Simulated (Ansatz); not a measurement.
CH3Cl2GaSe, SMILES `C[Se][Ga]([Cl])[Cl]` at its PBE0-D4/def2-TZVP geometry, where that method's forces vanish. The species carries charge 0 and has multiplicity 1.

```csv
atom,x (Å),y (Å),z (Å)
C1,-0.230,-0.104,-1.482
Se2,1.045,0.944,-0.421
Ga3,0.394,0.235,1.658
Cl4,-1.197,-1.172,1.885
Cl5,1.334,0.939,3.431
H6,-1.250,0.170,-1.226
H7,-0.026,0.155,-2.519
H8,-0.069,-1.167,-1.326
```

Task: For each bond, give half the difference of the two atoms' forces along it (eV/Å; positive pushes the atoms apart) under PBE-D4, r2SCAN-D4, B3LYP-D4, ωB97M-V in def2-TZVPP. (Best estimate.)

Result: Ansatz gave: 
```json
{"bond": "C1–Se2", "length (Å)": "1.962", "PBE-D4": "0.19", "r2SCAN-D4": "0.19", "B3LYP-D4": "0.33", "ωB97M-V": "0.07"}
{"bond": "C1–H6", "length (Å)": "1.086", "PBE-D4": "0.09", "r2SCAN-D4": "-0.05", "B3LYP-D4": "-0.10", "ωB97M-V": "-0.06"}
{"bond": "C1–H7", "length (Å)": "1.089", "PBE-D4": "0.10", "r2SCAN-D4": "-0.05", "B3LYP-D4": "-0.10", "ωB97M-V": "-0.06"}
{"bond": "C1–H8", "length (Å)": "1.086", "PBE-D4": "0.09", "r2SCAN-D4": "-0.05", "B3LYP-D4": "-0.09", "ωB97M-V": "-0.06"}
{"bond": "Se2–Ga3", "length (Å)": "2.291", "PBE-D4": "0.08", "r2SCAN-D4": "-0.04", "B3LYP-D4": "0.05", "ωB97M-V": "-0.09"}
{"bond": "Ga3–Cl4", "length (Å)": "2.136", "PBE-D4": "0.17", "r2SCAN-D4": "0.01", "B3LYP-D4": "0.17", "ωB97M-V": "0.01"}
{"bond": "Ga3–Cl5", "length (Å)": "2.127", "PBE-D4": "0.17", "r2SCAN-D4": "0.00", "B3LYP-D4": "0.16", "ωB97M-V": "0.03"}
```

B3LYP here is the variant with VWN-RPA as its local correlation; programs differ in this.
